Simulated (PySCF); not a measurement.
Species: C6H8F3OP.
Cartesian coordinates in Å at the GFN2-xTB level; atoms count from 1:
```xyz
19
C6H8F3OP angstrom
C     -1.084    1.295   -0.072
C     -1.168   -0.061   -0.744
C     -2.432   -0.834   -0.386
P      0.244   -1.146   -0.278
O      0.362   -2.445   -0.936
C      0.966   -0.767    1.341
C      1.661   -0.206    0.339
C      2.908    0.581    0.221
F      3.899   -0.102   -0.368
F      2.724    1.698   -0.509
F      3.370    0.986    1.417
H     -1.927    1.911   -0.379
H     -0.165    1.810   -0.345
H     -1.112    1.188    1.010
H     -1.098    0.042   -1.834
H     -2.407   -1.823   -0.838
H     -3.315   -0.308   -0.745
H     -2.510   -0.950    0.694
H      1.074   -0.862    2.404
```

NICS is the negative of the GIAO shielding at a point without a nucleus: at the ring centre (0) and 1 Å above and below it (1); zz is the component along the ring normal. Level: GIAO PBE0/pcSseg-1 (PySCF, non-relativistic, gas phase) on the GFN2-xTB geometry, one conformer.

Ring bond lengths (Å), with Mayer bond orders in brackets: P4–C6 1.813 (0.85), C6–C7 1.342 (1.59), C7–P4 1.809 (0.78).

Task: What do the NICS probes read (ppm)?

Result: 
| ring | type | NICS(0) | NICS(1), two faces | NICS(1)zz, two faces | rms pucker (Å) | centre to ring atoms, mean (Å) |
| --- | --- | --- | --- | --- | --- | --- |
| P4–C6–C7 | 3-membered ring with P; formal bonds 1 double, 2 single | -15.3 | -6.0 / -9.9 | -7.6 / -16.4 | 0.00 | 0.96 |

Task: What can be read from them?

Result: 
- P4–C6–C7: mean NICS(1)zz -12.0 ppm, shielded. P4 has four or more neighbours; no verdict on aromaticity is drawn. The two faces differ by 8.8 ppm, so no symmetry operation interchanges them. NICS(0) lies 7 ppm below the mean NICS(1).

Task: At the first NICS(1) probe listed for ring P4–C6–C7, 1 Å off the ring, what do the in-plane components average?

Result: The isotropic value is a third of the trace: (3 × -6.0 − (-7.6))/2 = -5.2 ppm.

Task: What are the shieldings of the ring atoms and their hydrogens in the same run (means over atoms taken as equivalent)?

Result: 
| atoms | environment | σ isotropic (ppm) |
| --- | --- | --- |
| P4 | phosphoryl phosphorus | 388.0 |
| C6 | alkene CH carbon | 17.7 |
| C7 | fully substituted alkene carbon | 11.0 |
| H19 | vinylic hydrogen | 22.52 |
